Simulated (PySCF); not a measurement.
## Relaxation of doublet ClI2

Method: UPBE0/[Cl def2-SVP, I def2-SVP with ECP28], scalar-relativistic core potentials, density fitting, no spin–orbit coupling, PySCF. A (50,194) grid was used.

A start displaced from a saddle point along its imaginary mode, of C∞v symmetry, held to at least that symmetry:

Coordinates in bohr (charge 0 multiplicity 2):
```
Cl    0.0000    0.0000   -0.2268
I     0.0000    0.0000    4.9011
I     0.0000    0.0000   -4.8386
```

Optimiser trace:
| step | E − E(last) (kJ/mol) | largest gradient (Eh/bohr) |
| --- | --- | --- |
| 0 | 8.86 | 0.00622 |
| 1 | 7.97 | 0.00582 |
| 2 | 5.49 | 0.00919 |
| 3 | 0.96 | 0.00391 |
| 4 | 0.37 | 0.00647 |
| 5 | 0.13 | 0.00212 |
| 6 | 0.06 | 0.00110 |
| 7 | 0.01 | 0.00012 |
| 8 | 0.00 | 0.00009 |

It ends at C∞v with Cl–I 2.364 Å. The molecule has come apart into ClI + I. A frequency run shows a minimum.

Final geometry:
Coordinates in bohr (charge 0 multiplicity 2):
```
Cl    0.0000    0.0000   -0.8719
I     0.0000    0.0000    5.5787
I     0.0000    0.0000   -5.3385
```

Spin–orbit coupling, left out here, can matter for elements this heavy.

The relaxation took about 50 core-seconds on a shared host.
